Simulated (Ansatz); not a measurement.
One change: `[CH3][Al]([NH2])[CH2]F` becomes `[CH3][AlH][CH2]F`.

Ansatz, PBE0-D4/def2-TZVP geometries, multiplicity 1. Each molecule was computed in one conformer, which needn't be the lowest.

```csv
property,`[CH3][Al]([NH2])[CH2]F`
zero-point energy (PBE0-D4/def2-TZVP) / kJ/mol,236.9
HOMO–LUMO gap (B3LYP/def2-TZVPP) / eV,7.11
HOMO energy (ωB97M-V/def2-TZVPP) / eV,-9.74
LUMO energy (B3LYP/def2-TZVPP) / eV,-0.13
LUMO energy (PBE0/def2-TZVPP) / eV,0.10
HOMO energy (PBE0/def2-TZVPP) / eV,-7.46
```

Question: What does the change do to each property? (Best estimate.)

Answer: Computed: 
```
                                      property  `[CH3][AlH][CH2]F`  shift
zero-point energy (PBE0-D4/def2-TZVP) / kJ/mol               185.3  -51.6
         HOMO–LUMO gap (B3LYP/def2-TZVPP) / eV                6.01  -1.10
         HOMO energy (ωB97M-V/def2-TZVPP) / eV               -9.86  -0.12
           LUMO energy (B3LYP/def2-TZVPP) / eV               -1.36  -1.23
            LUMO energy (PBE0/def2-TZVPP) / eV               -1.12  -1.22
            HOMO energy (PBE0/def2-TZVPP) / eV               -7.58  -0.12
```

With PBE0 the HOMO falls by 0.12 eV and the LUMO falls by 1.22 eV, so the gap narrows by about 1.10 eV. PBE moves the HOMO by -0.12 eV and ωB97M-V by -0.12 eV. The zero-point energy changes by -51.6 kJ/mol with -6 modes.

Positive LUMOs are unbound, so they and the gaps depend on the basis.

B3LYP here is the variant with VWN-RPA as its local correlation; programs differ in this.
